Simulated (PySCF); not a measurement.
**Potential energy of GaO along the bond**

Set-up: Ga jorge-DZP-DKH, O jorge-DZP-DKH; spin-free X2C with a Gaussian nucleus (PySCF 2.14). Energies in eV from Ga + O in their ground configurations at the same level. State: ²Σ⁺ (doublet), unpaired electrons σ ↑.

All columns are PBE0. A positive dipole means Ga(−)O(+).

```
R (Å)  E (eV)  μ (D)  Mulliken charge on Ga (basis-dependent)  HOMO (eV)  LUMO (eV)  Mayer bond order  ⟨S²⟩
1.465  -2.867  -3.22                                     0.65      -7.67      -4.11              1.86  0.75
1.534  -3.569  -3.38                                     0.64      -7.80      -4.20              1.79  0.76
1.602  -3.935  -3.49                                     0.64      -7.91      -4.24              1.70  0.76
1.653  -4.055  -3.56                                     0.63      -7.96      -4.23              1.62  0.76
1.704  -4.083  -3.62                                     0.63      -7.81      -4.20              1.54  0.76
1.755  -4.045  -3.69                                     0.62      -7.66      -4.15              1.45  0.76
1.823  -3.923  -3.81                                     0.61      -7.46      -4.04              1.33  0.76
1.909  -3.703  -3.99                                     0.60      -7.20      -3.88              1.20  0.76
2.011  -3.387  -4.28                                     0.59      -6.88      -3.66              1.08  0.77
2.147  -2.937  -4.75                                     0.58      -6.45      -3.37              0.96  0.77
```

A fit through these points gives, at Re = 1.697 Å, μ = -3.61 D and dμ/dR = -1.29 D/Å; the reduced mass is 12.98 u.

Problem. How strong is the fundamental in the double-harmonic approximation, I = 42.26·(dμ/dR)²/μred km/mol?

Solution. I = 42.26·(-1.29)²/12.98 = 5.42 km/mol at PBE0.

Spin–orbit coupling is left out. The state is the lowest determinant that a PBE0 search found; another state may lie lower at other levels.
